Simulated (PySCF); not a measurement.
# Adding and removing an electron: GaH

RHF-CCSD(T); Ga def2-TZVPPD, H def2-TZVPPD; no relativity (PySCF 2.14). Neutral (RHF): singlet (closed shell), Re = 1.664 Å, ωe = 1621 cm⁻¹, De = 3.00 eV.

GaH⁺ (UHF): doublet (σ ↑), Re = 1.638 Å, ωe = 1427 cm⁻¹, De = 0.50 eV to Ga⁺ + H. The energies at the minima are -1924.02335 hartree for GaH and -1923.71393 for GaH⁺.

(1) Work out the adiabatic ionisation energy, without and with harmonic zero-point energies (1 hartree = 27.2114 eV, 1 eV = 8065.5 cm⁻¹), and the change of the bond length.

Correlated steps freeze 9 core orbitals. Weak bonds: GaH⁺. Basis-set superposition, not corrected here, can be much of De in a small basis, most of all at correlated wavefunction levels. Spin–orbit coupling is left out. For an ion De counts to the pair picked by the measured ionisation energies or electron affinities, which need not be the lowest pair at this level. Where the molecule has an RHF reference, its open-shell atoms are computed with UHF. States were picked by a PBE0 search and need not be the measured ground states.

Neutral and ion stand on different kinds of reference determinant, which adds to the error of the difference.

Results:

(1) At CCSD(T): 0.30942 hartree = 8.420 eV between the minima; the zero-point term (1427.0 − 1621.0)/2 cm⁻¹ = -0.012 eV makes it 8.408 eV. Re changes by -2.6 pm against the neutral. The electron leaves a σ orbital, and the shorter bond of the ion fits an antibonding orbital, or a change in how ionic the bond is.
